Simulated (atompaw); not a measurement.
## Reading a pseudo-wave (Cu)

Columns: radius, all-electron u(r) and pseudo u(r) of the 4p shell (level -1.71 eV) of copper in the configuration [Ar] 3d10 4s0 4p1; PBE, scalar-relativistic, PAW (atompaw) scheme, atompaw 4.2.0.5.

| r (bohr) | all-electron | pseudo |
| --- | --- | --- |
| 0.087 | 0.0788 | 0.0012 |
| 0.173 | 0.0708 | 0.0047 |
| 0.260 | -0.0054 | 0.0105 |
| 0.346 | -0.0816 | 0.0185 |
| 0.433 | -0.1319 | 0.0286 |
| 0.519 | -0.1514 | 0.0406 |
| 0.606 | -0.1463 | 0.0545 |
| 0.692 | -0.1239 | 0.0698 |
| 0.779 | -0.0905 | 0.0868 |
| 0.865 | -0.0517 | 0.1048 |
| 0.952 | -0.0097 | 0.1240 |
| 1.038 | 0.0322 | 0.1437 |
| 1.125 | 0.0737 | 0.1644 |
| 1.212 | 0.1133 | 0.1854 |
| 1.298 | 0.1504 | 0.2063 |
| 1.385 | 0.1855 | 0.2276 |
| 1.471 | 0.2176 | 0.2484 |
| 1.558 | 0.2476 | 0.2692 |
| 1.644 | 0.2748 | 0.2893 |
| 1.731 | 0.2999 | 0.3090 |
| 1.817 | 0.3225 | 0.3278 |
| 1.904 | 0.3432 | 0.3459 |
| 1.990 | 0.3617 | 0.3629 |
| 2.077 | 0.3785 | 0.3788 |
| 2.163 | 0.3933 | 0.3934 |
| 2.250 | 0.4067 | 0.4067 |

Question: How many radial nodes do the two functions have?

Answer: The all-electron 4p function has n − l − 1 = 2; the pseudo-wave has 0, since the states of the same l below it are removed with the core.

Question: Is the pseudo-wave norm-conserving?

Answer: No, it belongs to a PAW set: the norm inside the radius is not constrained, and the difference is carried by the augmentation charge.
